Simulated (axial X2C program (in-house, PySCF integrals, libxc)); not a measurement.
## Bond lengths and stretching modes, held linear, of HCuH⁺

Computed with an axial X2C code built on PySCF integrals: two-component X2C with atomic mean-field Coulomb and Gaunt terms, Gaussian nuclei, basis H dyall-v3z, Cu dyall-v3z with contracted cores. Spin-free rows use the one-electron spin-free X2C Hamiltonian.

Masses H 1.008, Cu 62.930, H 1.008 u. States: 2c Ω = 1 (beyond evenly filled blocks: 2 × ω = 1/2); spin-free M_S = 1, Λ = 0 (beyond evenly filled blocks: 2 × σα).

PBE0, spin-free: energies above the lowest point

| r(H–Cu) (Å) | r(Cu–H) (Å) | E (meV) |
| --- | --- | --- |
| 1.5600 | 1.5600 | 16.08 |
| 1.5600 | 1.6000 | 5.50 |
| 1.5600 | 1.6400 | 3.39 |
| 1.6000 | 1.5600 | 5.50 |
| 1.6000 | 1.6000 | 0.00 |
| 1.6000 | 1.6400 | 2.82 |
| 1.6000 | 1.6800 | 11.82 |
| 1.6400 | 1.5600 | 3.39 |
| 1.6400 | 1.6000 | 2.82 |
| 1.6400 | 1.6400 | 10.47 |
| 1.6800 | 1.6000 | 11.82 |
| 1.6800 | 1.6800 | 42.34 |

Task: Fit a quadratic surface with cubic terms in each bond: where is the minimum, and what are the two stretching wavenumbers?

Result: At PBE0, spin-free: bonds 1.603 and 1.603 Å; harmonic stretches 754.8 and 1473.4 cm⁻¹; force constants 0.808, 0.808 and coupling 0.48 mdyn/Å.

The other levels and Hamiltonians give:

```json
{"Hamiltonian": "2c", "level": "PBE0", "r(H–Cu) (Å)": "1.604", "r(Cu–H) (Å)": "1.604", "lower stretch (cm⁻¹)": "753.2", "upper stretch (cm⁻¹)": "1472.3"}
{"Hamiltonian": "2c", "level": "B3LYP", "r(H–Cu) (Å)": "1.607", "r(Cu–H) (Å)": "1.607", "lower stretch (cm⁻¹)": "911.4", "upper stretch (cm⁻¹)": "1480.4"}
{"Hamiltonian": "spin-free", "level": "B3LYP", "r(H–Cu) (Å)": "1.606", "r(Cu–H) (Å)": "1.606", "lower stretch (cm⁻¹)": "912.6", "upper stretch (cm⁻¹)": "1481.5"}
```

Each state is one determinant, the lowest of a limited PBE0 search; the stretches come from a fit to these few points and carry an uncertainty of a few per cent. Other orders of the atoms were not compared. Left out for rough or failed fits: HF 2c, MP2 2c, HF spin-free, MP2 spin-free. The levels spread by more than a fifth, so the stretches depend strongly on the method. The molecule was held linear; bending was not examined, so a bent shape may lie lower. Open-shell Ω = 0 determinants with evenly filled partner blocks cannot be reached by this program, so the Ω shown need not be the lowest component. Note: several unpaired electrons, one determinant need not be a pure state.
